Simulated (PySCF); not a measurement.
InF2, SMILES [F][In][F], multiplicity 2. Geometry: PBE-D3(BJ)/def2-TZVP. The multiplicity is an assumed one; other spin states were not compared. The isomer is the one that the SMILES or the coordinates give; other isomers of the formula were not compared. The def2 effective core potentials stand for the cores of In; spin–orbit coupling is left out.

Calculation: PBE-D3(BJ)/def2-TZVP in PySCF.

Harmonic wavenumbers (cm⁻¹): 110, 504, 528. Rotational constants (GHz): 17.51, 4.508, 3.585; symmetry number 2.

### Question
Work out the zero-point energy and the ideal-gas rigid-rotor harmonic-oscillator thermochemistry at 298.15 K and 1 atm.

### Answer
ZPE = ½ Σ hcν = ½ × 1142 cm⁻¹ = 6.83 kJ/mol. H − E(el) = 19.74 kJ/mol. Entropy in J/(mol K): translation 171.47, rotation 96.93, vibration 18.89, spin 5.76, total 293.05. G − E(el) = -67.63 kJ/mol. Cp = 51.54 J/(mol K). Modes under 150 cm⁻¹ make the vibrational entropy uncertain.
